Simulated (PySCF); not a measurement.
Telling isomers of C7H12F2 apart by NMR

- GFN2-xTB structure
- shieldings: GIAO PBE0/pcSseg-1
- program: PySCF 2.14.0 with density-fitted response routines
- no solvent, one averaged value for each set of equivalent atoms, non-relativistic Hamiltonian, one conformer

Chemical shifts δ = σref − σ; $^{1}$H (σref 31.72) and $^{13}$C (σref 186.93) vs TMS, all at this level. Splittings of carbon signals by F and P are missing where no couplings were computed. Where no couplings were computed, multiplicities follow the n + 1 count of equivalent neighbours, and m marks all less simple cases (inequivalent or close neighbours, rings, F or P nearby). Shifts are as computed. Against solution values, carbons near 30 ppm lie about +3 ppm off and those near 130 ppm about +5 ppm. Of 1211 compounds with measured shifts, 218 miss one by over three times the rms of a fit or turn the order of signals round; such compounds aren't used in these exercises.

(1) Tabulate the signals of `CC/C(=C/CF)CCF`, `C=C(C(F)F)C(C)(C)C`, `FC(F)C1CCCCC1` and their relative energies.

(2) What is the quickest way to tell C=C(C(F)F)C(C)(C)C from FC(F)C1CCCCC1?

(3) What is the quickest way to tell CC/C(=C/CF)CCF from FC(F)C1CCCCC1?

(4) What is the quickest way to tell CC/C(=C/CF)CCF from C=C(C(F)F)C(C)(C)C?

Results:

(1) 
| SMILES | carbon types | δC | δH | E rel. (kcal/mol) |
| --- | --- | --- | --- | --- |
| CC/C(=C/CF)CCF | 1×C 1×CH 4×CH2 1×CH3 | 146.8, 137.1, 86.7, 84.9, 36.8, 36.0, 17.7 | 6.14 (m, 1H), 5.38 (m, 2H), 4.68 (m, 2H), 2.24 (m, 2H), 2.08 (q, 2H), 1.13 (t, 3H) | 34.8 |
| C=C(C(F)F)C(C)(C)C | 2×C 1×CH 1×CH2 3×CH3 | 162.4, 120.1, 117.7, 36.3, 30.3 | 6.59 (m, 1H), 6.14 (m, 1H), 5.64 (m, 1H), 1.15 (s, 9H) | 27.3 |
| FC(F)C1CCCCC1 | 2×CH 5×CH2 | 124.8, 46.5, 30.2, 29.5, 28.2 | 6.03 (m, 1H), 1.88 (m, 2H), 1.80 (m, 2H), 1.74 (m, 1H), 1.44 (m, 1H), 1.26 (m, 2H), 1.18 (m, 2H), 1.15 (m, 1H) | 0.0 |

Energies are electronic energies at PBE0/pcSseg-1 on these geometries, without zero-point or thermal terms, each for the one conformer computed, which needn't be the lowest.

(2) Both give the same number of carbon signals, but DEPT or the intensities differ. The first has a fully substituted alkene carbon (C) at 162.4 ppm, the second an sp3 CH in a ring at 46.5 ppm. Their most deshielded carbons lie at 162.4 and 124.8 ppm. In the proton spectra the most deshielded non-exchanging signals are 6.59 (m, 1H) and 6.03 (m, 1H).

(3) Count the carbon signals: 7 against 5. The first has a fully substituted alkene carbon (C) at 146.8 ppm, the second an sp3 CH in a ring at 46.5 ppm. Their most deshielded carbons lie at 146.8 and 124.8 ppm.

(4) Count the carbon signals: 7 against 5. The first has an allylic sp3 CH2 at 36.8 ppm, the second an allylic quaternary sp3 carbon (C) at 36.3 ppm. Their most deshielded carbons lie at 146.8 and 162.4 ppm. In the proton spectra the most deshielded non-exchanging signals are 6.14 (m, 1H) and 6.59 (m, 1H).
